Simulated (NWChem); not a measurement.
C₂H₅NOSi; SMILES O[Si@@H]1C=NC1

All runs: NWChem. Pople sets run with spherical d functions. Each level has its own optimisation; frequencies are unscaled. Brackets give each atom's bonded neighbours. One conformer.

| level | r O–Si (Å) | r H–O (Å) | r C–Si [C(HNSi)–Si(CCHO)] (Å) | r C–Si [C(HHNSi)–Si(CCHO)] (Å) | highest harmonic frequency (cm⁻¹) | lowest (cm⁻¹) | zero-point energy (kcal/mol) | dipole (D) |
|---|---|---|---|---|---|---|---|---|
| Hartree-Fock/3-21G | 1.662 | 0.960 | 1.919 | 1.940 | 3989 | 176 | 47.3 | 1.91 |
| B3LYP/6-31G* | 1.665 | 0.968 | 1.886 | 1.915 | 3796 | 141 | 44.5 | 1.52 |
| PBE-D3(BJ)/def2-SVP | 1.682 | 0.973 | 1.898 | 1.924 | 3761 | 136 | 42.9 | 1.65 |
